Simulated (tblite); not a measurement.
C6H7N3O.
SMILES with atom numbers: `[CH3:1][C:2](=[O:3])[c:4]1[n:5][cH:6][c:7]([CH3:8])[n:9][n:10]1` (hydrogens: H11, H12, H13 on C1; H14 on C6; H15, H16, H17 on C8)

Computed geometry: GFN2-xTB, gas phase.

Q: Give the optimised bond lengths and angles.

A: 
```
                  bond  length (Å)     order
                 C1–C2       1.500    single
                 C2=O3       1.204    double
                 C2–C4       1.504    single
                 C4–N5       1.338  aromatic
                 N5–C6       1.311  aromatic
                 C6–C7       1.407  aromatic
                 C7–C8       1.487    single
                 C7–N9       1.327  aromatic
                N9–N10       1.299  aromatic
                C4–N10       1.323  aromatic
C1–H11, C1–H12, C1–H13       1.087    single
                C6–H14       1.083    single
C8–H15, C8–H16, C8–H17       1.088    single
```

Bonds in one row agree within 0.01 Å and their mean is given. Orders are formal, as drawn. A selection of angles:
```
     angle  degrees
 C2–C1–H11    110.1
H11–C1–H12    110.2
H12–C1–H13    107.2
  C1–C2–O3    124.5
  C1–C2–C4    114.1
  O3–C2–C4    121.4
  C2–C4–N5    117.8
 C2–C4–N10    117.9
 N5–C4–N10    124.3
  C4–N5–C6    116.1
  N5–C6–C7    120.8
 N5–C6–H14    117.0
 C7–C6–H14    122.2
  C6–C7–C8    123.0
  C6–C7–N9    119.0
  C8–C7–N9    118.0
 C7–C8–H15    110.4
H15–C8–H16    108.0
H15–C8–H17    109.8
 C7–N9–N10    120.1
 C4–N10–N9    119.7
```

Dihedral angles: C1–C2–C4–N5 -176° (antiperiplanar). The mirror-image conformer, all signs reversed, is as good.

The 6-membered ring C4–N5–C6–C7–N9–N10 has internal angles of 116.1° to 124.3° (sum 720°, against 720° for a flat polygon); it is planar, 0.01 Å rms from its mean plane, widest ring torsion 1°. N9 (pyridine-type nitrogen) is bent (angle 120.1°). The C–N distances run from 1.311 Å (N5–C6, aromatic) to 1.338 Å (C4–N5, aromatic), a spread of 0.027 Å. Of the pairs four or more bonds apart, N10···H13 is among the closest relative to their van der Waals radii: 2.61 Å, 95 % of the sum of Bondi's values. The 4 C–C bonds span 1.407 Å (C6–C7, aromatic) to 1.504 Å (C2–C4, drawn single), a spread of 0.097 Å.

Point group: near Cs, missed by 0.26 Å at most; the miss may be what the optimiser left on a soft mode. GFN2-xTB frequencies show an imaginary mode (31i cm⁻¹), so the point is no minimum at that level.
